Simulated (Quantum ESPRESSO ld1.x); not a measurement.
Species: Pd21+. Configuration: [Ar] 3d7. Calculated with ld1.x of Quantum ESPRESSO 7.5: scalar-relativistic Kohn-Sham, LDA (Slater exchange, VWN5 correlation), spin-polarised, spherical densities, point nucleus; open shells are filled with parallel spins first.

X-ray form factor f0, the Fourier transform of the density (f0(0) = 25):

sin(theta)/lambda (1/angstrom),f0 (electrons)
0.05,24.958
0.1,24.834
0.15,24.630
0.2,24.347
0.25,23.991
0.3,23.566
0.4,22.532
0.5,21.299
0.6,19.926
0.8,16.998
1,14.167
1.25,11.176
1.5,8.967
2,6.482
